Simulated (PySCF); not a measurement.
C7H12BF3.
SMILES with atom numbers: `[BH2:1][C@H:2]1[CH2:3][CH2:4][C@H:5]([C:6]([F:7])([F:8])[F:9])[CH2:10][CH2:11]1`

Definitions: NICS(0) = −σiso at the ring centroid; NICS(1) = −σiso and NICS(1)zz = −σzz at ±1 Å along the ring normal z. Level: GIAO B3LYP/pcSseg-1 (PySCF, non-relativistic, gas phase) on the PBE0-D3(BJ)/def2-SVP geometry, one conformer.

Ring bond lengths (Å): C2–C3 1.529, C3–C4 1.524, C4–C5 1.527, C5–C10 1.527, C10–C11 1.525, C11–C2 1.549.

Q: Give the NICS values of each ring in ppm.

A: 
```csv
ring,type,NICS(0),"NICS(1), two faces","NICS(1)zz, two faces",rms pucker (Å),"centre to ring atoms, mean (Å)"
C2–C3–C4–C5–C10–C11,6-membered carbocycle; formal bonds all single,-2.6,-2.1 / -2.7,3.0 / 2.1,0.23,1.48
```

Q: What do they say, and how far can they be read as aromaticity?

A: 
- C2–C3–C4–C5–C10–C11: mean NICS(1)zz 2.6 ppm, near zero. C2, C3, C4, C5, C10, C11 have four or more neighbours, so the value isn't read as a sign of a π ring current.

Q: What is the mean of the two in-plane components of NICS at the first NICS(1) probe listed for ring C2–C3–C4–C5–C10–C11, 1 Å off the ring?

A: The isotropic value is a third of the trace: (3 × -2.1 − (3.0))/2 = -4.7 ppm.

Q: How shielded are the nuclei of the rings and their hydrogens (means over atoms taken as equivalent)?

A: 
```
       atoms                environment  σ isotropic (ppm)
          C2  sp3 carbon bound to boron              139.9
     C3 (×2)            ring CH2 carbon              153.1
     C4 (×2)            ring CH2 carbon              150.9
          C5              sp3 CH carbon              133.5
     H on C2           methine hydrogen              29.71
H on C3 (×2)         methylene hydrogen              30.45
H on C3 (×2)         methylene hydrogen              29.72
H on C4 (×2)         methylene hydrogen              30.16
H on C4 (×2)         methylene hydrogen              29.44
     H on C5           methine hydrogen              29.86
```

Q: How do the values depend on the level or the medium?

A: 
```csv
level,"NICS(0), C2–C3–C4–C5–C10–C11","mean NICS(1)zz, C2–C3–C4–C5–C10–C11"
"B3LYP/pcSseg-1, gas",-2.6,2.6
"PBE0/pcSseg-1, gas",-2.9,2.5
"PBE0/pcSseg-1, IEF-PCM chloroform",-2.9,2.5
```

The geometry is the same throughout; the continuum's cavity takes Bondi-type radii × 1.2.
